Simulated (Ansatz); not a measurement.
ClFH$_{2}$INZr, SMILES `[NH2][Zr]([F])([Cl])[I]` at its PBE0-D4/def2-TZVP geometry, where that method's forces vanish. The species carries charge 0 and has multiplicity 1. Zr, I takes the def2 core potential.

| atom | x (Å) | y (Å) | z (Å) |
| --- | --- | --- | --- |
| N1 | -0.651 | -0.413 | -1.022 |
| Zr2 | 0.239 | 0.341 | 0.595 |
| F3 | -1.144 | 0.921 | 1.740 |
| Cl4 | 1.675 | 2.059 | -0.097 |
| I5 | 1.705 | -1.633 | 1.774 |
| H6 | -0.185 | -0.657 | -1.887 |
| H7 | -1.639 | -0.618 | -1.104 |

Question: For each bond, give half the difference of the two atoms' forces along it (eV/Å; positive pushes the atoms apart) under PBE-D4, r2SCAN-D4, B3LYP-D4, ωB97M-V in def2-TZVPP. (An estimate is asked.)

Answer: Ansatz gave: 
```json
{"bond": "N1–Zr2", "length (Å)": "1.993", "PBE-D4": "0.05", "r2SCAN-D4": "0.10", "B3LYP-D4": "0.15", "ωB97M-V": "-0.02"}
{"bond": "N1–H6", "length (Å)": "1.012", "PBE-D4": "0.19", "r2SCAN-D4": "-0.01", "B3LYP-D4": "-0.07", "ωB97M-V": "0.00"}
{"bond": "N1–H7", "length (Å)": "1.012", "PBE-D4": "0.19", "r2SCAN-D4": "-0.02", "B3LYP-D4": "-0.07", "ωB97M-V": "-0.02"}
{"bond": "Zr2–F3", "length (Å)": "1.886", "PBE-D4": "0.25", "r2SCAN-D4": "0.05", "B3LYP-D4": "0.17", "ωB97M-V": "-0.01"}
{"bond": "Zr2–Cl4", "length (Å)": "2.344", "PBE-D4": "0.04", "r2SCAN-D4": "0.07", "B3LYP-D4": "0.14", "ωB97M-V": "0.10"}
{"bond": "Zr2–I5", "length (Å)": "2.726", "PBE-D4": "0.00", "r2SCAN-D4": "0.02", "B3LYP-D4": "0.08", "ωB97M-V": "0.02"}
```

B3LYP here is the variant with VWN-RPA as its local correlation; programs differ in this.
